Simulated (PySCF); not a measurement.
# SnSe, MP2: how much the basis matters

PySCF, RHF reference; singlet, unpaired electrons none; De to Sn + Se without counterpoise correction. Frozen cores follow the default of each basis and core potential.

```
     basis                           relativity  functions  Re (Å)  ωe (cm⁻¹)  De (eV)  frozen orbitals
cc-pVDZ-PP  scalar-relativistic core potentials         46   2.354        332     4.21                8
  def2-SVP  scalar-relativistic core potentials         58   2.355        333     4.28               13
def2-TZVPP  scalar-relativistic core potentials         98   2.322        340     4.69               13
```

(1) How does each smaller set differ from the one with most functions, def2-TZVPP?

Correlated steps freeze the inner cores (8 to 13 orbitals); shallow outer-core shells are correlated. Correlated levels converge slowly with the basis: in double zeta they bind strong bonds too weakly, by up to about 1 eV, and carry superposition errors of some tenths. Spin–orbit coupling is left out, which matters for elements this heavy, above all for dissociation energies. Where the molecule has an RHF reference, its open-shell atoms are computed with UHF.

Results:

(1) cc-pVDZ-PP: +3.2 pm, -2.4 % in ωe, -0.48 eV in De; def2-SVP: +3.3 pm, -2.1 % in ωe, -0.41 eV in De. All at MP2; the set with most functions is neither the basis-set limit nor always the best.
